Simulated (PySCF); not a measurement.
Exercise with solution: oscillator strength and radiative lifetime

In(H)(vinyl)2 (C₄H₇In), SMILES C=[CH][InH][CH]=C.

The structure is a stationary point at B3LYP-D3(BJ)/def2-SVP. The structure was generated by enumeration; whether it is a known compound was not checked. The def2 effective core potentials stand for the cores of In; spin–orbit coupling is left out. One conformer was computed; it need not be the lowest.

TDA-PBE/def2-SVPD (PySCF) puts the first singlet state with f over 0.02 at 4.72 eV (vertical), with the transition dipole (0.000, -1.136, 0.000) in atomic units.

Problem. Find the oscillator strength, the wavelength and the radiative lifetime that this transition would have in vacuum if emission retraced absorption.

Solution. 
|μ|² = 1.2905 au, so |μ| = 2.89 D. ΔE = 4.72/27.211 = 0.1735 hartree. f = (2/3) ΔE |μ|² = 0.149 (the program prints 0.149).
λ = 1239.84/4.72 = 263 nm; ν = 38069 cm⁻¹.
Einstein's coefficient A = 0.6670 ν² f s⁻¹ (ν in cm⁻¹) = 1.4e8 s⁻¹, so τ = 1/A = 6.9 ns. This state is S3; the lower singlets have f = 0.000, 0.000. The figure is the radiative limit of this one transition; relaxation, internal conversion, crossing to triplets and a medium change what is measured.
